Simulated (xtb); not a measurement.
Cu2 (SMILES [Cu][Cu]), singlet, at a GFN2-xTB geometry (such geometries of metal compounds can be far from the true shape), atoms displaced at random by about 0.02 Å a coordinate; xtb 6.7.1 with GFN2-xTB.

Input for xtb:
```
$ xtb mol.xyz --gfn 2 --opt --json

# file mol.xyz
2

Cu     0.01726602     0.00498408    -1.15415078
Cu    -0.01612881     0.01588131     1.10738094
```

It wrote (shortened):

```
   ID    Z sym.   atoms
    1   29 Cu     1, 2

           -------------------------------------------------
          |                Calculation Setup                |
           -------------------------------------------------

           -------------------------------------------------
          |                 G F N 2 - x T B                 |
           -------------------------------------------------

          ...................................................
          :                      SETUP                      :
          :.................................................:
          :  # basis functions                  20          :
          :  # atomic orbitals                  18          :
          :  # shells                            6          :
          :  # electrons                        22          :
          :  max. iterations                   250          :
          :  Hamiltonian                  GFN2-xTB          :
          :  restarted?                      false          :
          :  GBSA solvation                  false          :
          :  PC potential                    false          :
          :  electronic temp.          300.0000000     K    :
          :  accuracy                    1.0000000          :
          :  -> integral cutoff          0.2500000E+02      :
          :  -> integral neglect         0.1000000E-07      :
          :  -> SCF convergence          0.1000000E-05 Eh   :
          :  -> wf. convergence          0.1000000E-03 e    :
          :  Broyden damping             0.4000000          :
          :  net charge                          0          :
          :  unpaired electrons                  0          :
          ...................................................

 iter      E             dE          RMSdq      gap      omega  full diag
   1     -7.7735900 -0.777359E+01  0.138E+01    5.36       0.0  T
   2     -7.7763139 -0.272389E-02  0.960E+00    5.44       1.0  T
   3     -7.7788054 -0.249153E-02  0.852E-01    5.57       1.0  T
   4     -7.7788209 -0.155290E-04  0.597E-01    5.62       1.0  T
   5     -7.7788322 -0.112566E-04  0.956E-02    5.63       1.0  T
   6     -7.7788324 -0.226414E-06  0.283E-02    5.63       2.5  T
   7     -7.7788324 -0.234201E-07  0.141E-04    5.64     500.1  T
   8     -7.7788324 -0.385469E-12  0.979E-05    5.64     722.1  T

   *** convergence criteria satisfied after 8 iterations ***

[...]
         :: total energy              -7.775454045898 Eh    ::
 * total energy  :    -7.7754540 Eh     change       -0.2362555E-12 Eh
 * total energy  :    -7.7756345 Eh     change       -0.1804366E-03 Eh
 * total energy  :    -7.7756924 Eh     change       -0.5791449E-04 Eh
 * total energy  :    -7.7756926 Eh     change       -0.1983993E-06 Eh
   *** GEOMETRY OPTIMIZATION CONVERGED AFTER 4 ITERATIONS ***
         :: total energy              -7.775692595379 Eh    ::
[...]
        12                         -0.1265373              -3.4433 (LUMO)
        13                         -0.1044283              -2.8416
        14                         -0.0836222              -2.2755
        15                         -0.0836222              -2.2755
        16                         -0.0141110              -0.3840
        17                         -0.0141110              -0.3840
        18                          1.1153714              30.3508
      -------------------------------------------------------------
                  HL-Gap            0.2082702 Eh            5.6673 eV
             Fermi-level           -0.2306723 Eh           -6.2769 eV

     #   Z          covCN         q      C6AA      α(0)
     1  29 Cu       0.949    -0.000   150.108    27.944
     2  29 Cu       0.949     0.000   150.108    27.944

 Mol. C6AA /au·bohr⁶  :        600.432891
 Mol. C8AA /au·bohr⁸  :      49194.051836
 Mol. α(0) /au        :         55.887164

Wiberg/Mayer (AO) data.
largest (>0.10) Wiberg bond orders for each atom

 ---------------------------------------------------------------------------
     #   Z sym  total        # sym  WBO       # sym  WBO       # sym  WBO
 ---------------------------------------------------------------------------
     1  29 Cu   1.058 --     2 Cu   1.058
     2  29 Cu   1.058 --     1 Cu   1.058
 ---------------------------------------------------------------------------

Topologies differ in total number of bonds
Writing topology from bond orders to xtbtopo.mol

molecular dipole:
                 x           y           z       tot (Debye)
 q only:       -0.000       0.000       0.000
   full:        0.000       0.000      -0.000       0.000
molecular quadrupole (traceless):
                xx          xy          yy          xz          yz          zz
 q only:        0.000      -0.000       0.000       0.000       0.000      -0.000
  q+dip:       -4.291      -0.001      -4.294      -0.190       0.062       8.585
   full:       -3.170      -0.001      -3.172      -0.141       0.046       6.343

optimized geometry written to: xtbopt.xyz

           -------------------------------------------------
          | TOTAL ENERGY               -7.775692595379 Eh   |
          | GRADIENT NORM               0.000144575848 Eh/α |
          | HOMO-LUMO GAP               5.667319966847 eV   |
           -------------------------------------------------

normal termination of xtb
```
